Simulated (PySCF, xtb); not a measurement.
CH6MgOSi, SMILES [CH3][Mg][O][SiH3].

GFN2-xTB run with xtb at its own geometry gives an orbital gap of 2.44 eV and a dipole moment of 4.97 D.

Coordinates come from a PBE0-D3(BJ)/def2-SVP optimisation. The structure was generated by enumeration; whether it is a known compound was not checked. One conformer was computed; it need not be the lowest.

### Question
What does PBE/def2-TZVP (PySCF) give? (An estimate is asked for; the answer gives what the named calculation found.)

### Answer
gap 4.63 eV (levels -6.39 and -1.76 eV), dipole 2.15 D.
